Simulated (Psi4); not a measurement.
ethyl methyl carbonate (C$_{4}$H$_{8}$O$_{3}$), singlet, geometry from GFN2-xTB; TPSSH/6-31G (Psi4 1.11).

Input for Psi4:
```
memory 2 GB

molecule mol {
0 1
  C    -3.033521   -0.411638   -0.034809
  C    -1.770025    0.350314    0.316229
  O    -0.651619   -0.388281   -0.186657
  C     0.543142    0.144232    0.047121
  O     0.750808    1.169785    0.632152
  O     1.479415   -0.650622   -0.475858
  C     2.819482   -0.207936   -0.304952
  H    -3.010686   -1.399798    0.415705
  H    -3.899487    0.129935    0.334265
  H    -3.114096   -0.523906   -1.112223
  H    -1.766949    1.349051   -0.134229
  H    -1.660435    0.465920    1.400195
  H     3.443923   -0.972258   -0.759591
  H     2.970010    0.754233   -0.798475
  H     3.054417   -0.100063    0.755720
}

set basis 6-31g
set reference rks

energy('tpssh')
print_variables()
```

Output, abridged:

```
   => Loading Basis Set <=

    Name: 6-31G
    Role: ORBITAL
    Keyword: BASIS

         ---------------------------------------------------------
                                   SCF
               by Justin Turney, Rob Parrish, Andy Simmonett
                          and Daniel G. A. Smith
                              RKS Reference
         ---------------------------------------------------------

  ==> Geometry <==

    Molecular point group: c1
    Full point group: C1

    Geometry (in Angstrom), charge = 0, multiplicity = 1:

       Center              X                  Y                   Z               Mass
    ------------   -----------------  -----------------  -----------------  -----------------
         C           -3.071427779430    -0.414462687888    -0.033843810610    12.000000000000
         C           -1.807931779430     0.347489312112     0.317194189390    12.000000000000
         O           -0.689525779430    -0.391105687888    -0.185691810610    15.994914619570
         C            0.505235220570     0.141407312112     0.048086189390    12.000000000000
         O            0.712901220570     1.166960312112     0.633117189390    15.994914619570
         O            1.441508220570    -0.653446687888    -0.474892810610    15.994914619570
         C            2.781575220570    -0.210760687888    -0.303986810610    12.000000000000
         H           -3.048592779430    -1.402622687888     0.416670189390     1.007825032230
         H           -3.937393779430     0.127110312112     0.335230189390     1.007825032230
         H           -3.152002779430    -0.526730687888    -1.111257810610     1.007825032230
         H           -1.804855779430     1.346226312112    -0.133263810610     1.007825032230
         H           -1.698341779430     0.463095312112     1.401160189390     1.007825032230
         H            3.406016220570    -0.975082687888    -0.758625810610     1.007825032230
         H            2.932103220570     0.751408312112    -0.797509810610     1.007825032230
         H            3.016510220570    -0.102887687888     0.756685189390     1.007825032230

  Running in c1 symmetry.

  Rotational constants: A =      0.28990  B =      0.04506  C =      0.03988 [cm^-1]
  Rotational constants: A =   8690.85459  B =   1351.00799  C =   1195.48269 [MHz]
  Nuclear repulsion =  320.927727240260253

  Charge       = 0
  Multiplicity = 1
  Electrons    = 56
  Nalpha       = 28
  Nbeta        = 28

  ==> Algorithm <==

  SCF Algorithm Type is DF.
  DIIS enabled.
  MOM disabled.
  Fractional occupation disabled.
  Guess Type is SAD.
  Energy threshold   = 1.00e-06
  Density threshold  = 1.00e-06
  Integral threshold = 1.00e-12

  ==> Primary Basis <==

  Basis Set: 6-31G
    Blend: 6-31G
    Number of shells: 51
    Number of basis functions: 79
    Number of Cartesian functions: 79
    Spherical Harmonics?: false
    Max angular momentum: 1

  ==> DFT Potential <==

   => LibXC <=

    Version 7.1.2
    S. Lehtola, C. Steigemann, M. J. T. Oliveira, and M. A. L. Marques,  SoftwareX 7, 1–5 (2018) (10.1016/j.softx.2017.11.002)

   => Composite Functional: TPSSH <=

    TPSSh Hyb-GGA Exchange-Correlation Functional

    V. N. Staroverov, G. E. Scuseria, J. Tao, and J. P. Perdew,  J. Chem. Phys. 119, 12129 (2003) (10.1063/1.1626543)

    Deriv               =              1
    GGA                 =           TRUE
    Meta                =           TRUE

    Exchange Hybrid     =           TRUE
    MP2 Hybrid          =          FALSE

   => Exchange Functionals <=

    0.9000   Tao, Perdew, Staroverov & Scuseria

   => Exact (HF) Exchange <=

    0.1000               HF

   => Correlation Functionals <=

    1.0000   Tao, Perdew, Staroverov & Scuseria

   => LibXC Density Thresholds  <==

    XC_HYB_MGGA_XC_TPSSH:  1.00E-15

   => Molecular Quadrature <=

    Radial Scheme          =       TREUTLER
    Pruning Scheme         =           NONE
    Nuclear Scheme         =       TREUTLER

    Blocking Scheme        =         OCTREE
    BS radius alpha        =              1
    Pruning alpha          =              1
    Radial Points          =             75
    Spherical Points       =            302
    Total Points           =         317923
    Total Blocks           =           2419
    Max Points             =            256
    Max Functions          =             75
    Weights Tolerance      =       1.00E-15

   => Loading Basis Set <=

    Name: (6-31G AUX)
    Role: JKFIT
    Keyword: DF_BASIS_SCF

  ==> Integral Setup <==

  SCF_SUBTYPE=INCORE selected. In-core MEM_DF algorithm will be used.
  Using in-core AOs.

  ==> MemDFJK: Density-Fitted J/K Matrices <==

    J tasked:                   Yes
    K tasked:                   Yes
    wK tasked:                   No
    Algorithm:                 Core
    Schwarz Cutoff:           1E-12
    Mask sparsity (%):       5.0953
    Fitting Condition:        1E-10

   => Auxiliary Basis Set <=

  Basis Set: (6-31G AUX)
    Blend: CC-PVDZ-JKFIT
    Number of shells: 240
    Number of basis functions: 767
    Number of Cartesian functions: 767
    Spherical Harmonics?: false
    Max angular momentum: 3

  Minimum eigenvalue in the overlap matrix is 7.1454331194E-03.
  Reciprocal condition number of the overlap matrix is 1.4297232456E-03.
    Using symmetric orthogonalization.

  ==> Pre-Iterations <==

  SCF Guess: Superposition of Atomic Densities via on-the-fly atomic UHF (no occupation information).

   -------------------------
    Irrep   Nso     Nmo
   -------------------------
     A         79      79
   -------------------------
    Total      79      79
   -------------------------

  ==> Iterations <==

                           Total Energy        Delta E     RMS |[F,P]|

   @DF-RKS iter SAD:  -382.26637277826353   -3.82266e+02   0.00000e+00
   @DF-RKS iter   1:  -382.41631757786706   -1.49945e-01   1.17314e-02 ADIIS/DIIS
   @DF-RKS iter   2:  -382.04135378530447    3.74964e-01   1.67602e-02 ADIIS/DIIS
   @DF-RKS iter   3:  -382.75021402281760   -7.08860e-01   4.31482e-03 ADIIS/DIIS
   @DF-RKS iter   4:  -382.79650653312149   -4.62925e-02   1.37658e-03 ADIIS/DIIS
   @DF-RKS iter   5:  -382.80076430944280   -4.25778e-03   3.73542e-04 ADIIS/DIIS
   @DF-RKS iter   6:  -382.80113313356566   -3.68824e-04   7.42854e-05 DIIS
   @DF-RKS iter   7:  -382.80114874774318   -1.56142e-05   1.51046e-05 DIIS
   @DF-RKS iter   8:  -382.80114934543099   -5.97688e-07   5.18573e-06 DIIS
   @DF-RKS iter   9:  -382.80114940776360   -6.23326e-08   1.08712e-06 DIIS
   @DF-RKS iter  10:  -382.80114941057980   -2.81619e-09   3.05045e-07 DIIS
  Energy and wave function converged.

  ==> Post-Iterations <==

   Electrons on quadrature grid:
      Ntotal   =   56.0000110192 ; deviation = 1.102e-05

    Orbital Energies [Eh]
    ---------------------

    Doubly Occupied:

       1A    -19.118170     2A    -19.116979     3A    -19.065237
       4A    -10.296584     5A    -10.185030     6A    -10.180214
       7A    -10.119516     8A     -1.143329     9A     -1.052959
      10A     -1.021064    11A     -0.773076    12A     -0.716466
      13A     -0.630437    14A     -0.561342    15A     -0.533665
      16A     -0.500538    17A     -0.460288    18A     -0.459100
      19A     -0.428303    20A     -0.408503    21A     -0.400025
      22A     -0.385005    23A     -0.355752    24A     -0.349493
      25A     -0.326528    26A     -0.286919    27A     -0.280850
      28A     -0.266091

    Virtual:

      29A      0.021415    30A      0.084217    31A      0.103262
      32A      0.116539    33A      0.143378    34A      0.147791
      35A      0.152779    36A      0.158118    37A      0.167764
      38A      0.174939    39A      0.191449    40A      0.217700
      41A      0.236411    42A      0.322740    43A      0.394590
      44A      0.515217    45A      0.533189    46A      0.546841
      47A      0.559353    48A      0.564883    49A      0.580329
      50A      0.587402    51A      0.597680    52A      0.640894
      53A      0.673046    54A      0.705395    55A      0.724842
      56A      0.779949    57A      0.890755    58A      0.898631
      59A      0.906437    60A      0.923039    61A      0.943306
      62A      0.950466    63A      0.959487    64A      0.960742
      65A      0.967449    66A      0.987005    67A      1.032619
      68A      1.060809    69A      1.099753    70A      1.112740
      71A      1.165155    72A      1.179820    73A      1.228221
      74A      1.353509    75A      1.475315    76A      1.648781
      77A      1.881793    78A      1.973279    79A      1.994539

    Final Occupation by Irrep:
              A
    DOCC [    28 ]
    NA   [    28 ]
    NB   [    28 ]

  @DF-RKS Final Energy:  -382.80114941057980

   => Energetics <=

    Nuclear Repulsion Energy =            320.9277272402602534
    One-Electron Energy =               -1157.2797571407145369
    Two-Electron Energy =                 499.2847889566239132
    DFT Exchange-Correlation Energy =     -45.7339084667494902
    Empirical Dispersion Energy =           0.0000000000000000
    VV10 Nonlocal Energy =                  0.0000000000000000
    Total Energy =                       -382.8011494105797965

Computation Completed

Properties will be evaluated at   0.000000,   0.000000,   0.000000 [a0]

Properties computed using the SCF density matrix

 Multipole Moments:

 ------------------------------------------------------------------------------------
     Multipole            Electronic (a.u.)      Nuclear  (a.u.)        Total (a.u.)
 ------------------------------------------------------------------------------------

 L = 1.  Multiply by 2.5417464519 to convert [e a0] to [Debye]
 Dipole X            :          3.9294012           -4.0114778           -0.0820766
 Dipole Y            :          0.2859722           -0.2989179           -0.0129457
 Dipole Z            :         -0.1032748            0.1021352           -0.0011396
 Magnitude           :                                                    0.0830991

 ------------------------------------------------------------------------------------

  Variable Map:
  ----------------------------------------------------------------------------
  "CURRENT ENERGY"              =>    -382.801149410580
  "CURRENT REFERENCE ENERGY"    =>    -382.801149410580
  "DD SOLVATION ENERGY"         =>       0.000000000000
  "DFT FUNCTIONAL TOTAL ENERGY" =>    -382.801149410580
  "DFT TOTAL ENERGY"            =>    -382.801149410580
  "DFT VV10 ENERGY"             =>       0.000000000000
  "DFT XC ENERGY"               =>     -45.733908466749
  "GRID ELECTRONS ALPHA"        =>      28.000005509599
  "GRID ELECTRONS BETA"         =>      28.000005509599
  "GRID ELECTRONS TOTAL"        =>      56.000011019197
  "NUCLEAR REPULSION ENERGY"    =>     320.927727240260
  "ONE-ELECTRON ENERGY"         =>   -1157.279757140715
  "PCM POLARIZATION ENERGY"     =>       0.000000000000
  "PE ENERGY"                   =>       0.000000000000
  "SCF ITERATION ENERGY"        =>    -382.801149410580
  "SCF ITERATIONS"              =>      10.000000000000
  "SCF TOTAL ENERGY"            =>    -382.801149410580
  "TWO-ELECTRON ENERGY"         =>     499.284788956624
  "XC GRID RADIAL POINTS"       =>      75.000000000000
  "XC GRID SPHERICAL POINTS"    =>     302.000000000000
  "XC GRID TOTAL POINTS"        =>  317923.000000000000

  Array Variable Map:
  ----------------------------------------------------------------------------
  "CURRENT DIPOLE"              =>      -0.082076632314 ... -0.001139603989 1 by 3
  "SCF DIPOLE"                  =>      -0.082076632314 ... -0.001139603989 1 by 3
  "SCF TOTAL ENERGIES"          =>    -382.266372778264 ... -382.801149410580 1 by 11
```
